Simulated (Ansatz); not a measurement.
Relaxation of H$_{8}$O$_{5}$SiSn (15 atoms, charge 0, multiplicity 1), to a largest force component of 0.03 eV/Å in at most 50 steps.

All numbers below come from Ansatz 0.2.0, RKS PBE/def2-SVP.

```xyz
15
Properties=species:S:1:pos:R:3
Sn 0.400 0.197 -0.142
O -1.217 -0.217 2.535
H -1.859 0.467 2.260
O 1.730 0.160 -1.631
H 2.106 -0.743 -1.681
O -1.074 1.486 -0.537
H -1.473 1.248 -1.398
O -0.188 -1.655 0.289
H -0.682 -1.504 1.136
O 1.248 1.041 1.435
Si 2.829 1.607 1.602
H 3.835 0.502 1.401
H 3.133 2.714 0.630
H 2.954 2.128 3.006
H -0.396 0.312 2.714
```

Q: Where does it end, and by what steps?

A: It converged. After 13 steps the energy has fallen by 0.248 eV; H3 moved furthest, 0.66 Å. Joined: Sn1–O2 (3.15 → 2.42 Å).

| step | energy less start (eV) | largest force component (eV/Å) | accepted |
| --- | --- | --- | --- |
| 0 | 0.0000 | 0.522 | yes |
| 1 | -0.0594 | 0.305 | yes |
| 2 | -0.1040 | 0.482 | yes |
| 3 | -0.1438 | 0.754 | yes |
| 4 | -0.1471 | 1.862 | yes |
| 5 | -0.2111 | 1.179 | yes |
| 6 | -0.1705 | 0.979 | no |
| 7 | -0.2402 | 0.292 | yes |
| 8 | -0.2437 | 0.112 | yes |
| 9 | -0.2440 | 0.132 | yes |
| 10 | -0.2474 | 0.093 | yes |
| 11 | -0.2478 | 0.075 | yes |
| 12 | -0.2482 | 0.033 | yes |
| 13 | -0.2483 | 0.013 | yes |

```xyz
15
Properties=species:S:1:pos:R:3
Sn 0.242 0.041 0.193
O -1.199 0.147 2.129
H -1.781 0.824 1.714
O 1.531 0.312 -1.324
H 1.971 -0.542 -1.511
O -1.338 1.171 -0.330
H -1.208 1.518 -1.235
O 0.069 -1.945 0.301
H -0.524 -2.131 1.057
O 1.257 0.954 1.701
Si 2.835 1.541 1.589
H 3.809 0.470 1.168
H 2.948 2.700 0.636
H 3.210 2.014 2.968
H -0.477 0.670 2.562
```

Whether the end is a true minimum wasn't checked by a vibrational analysis.

Time of the run: 13 s on 4 threads of AMD EPYC 9R45 96-Core Processor (Zen 5), on a shared host, peak memory 0.25 GiB.
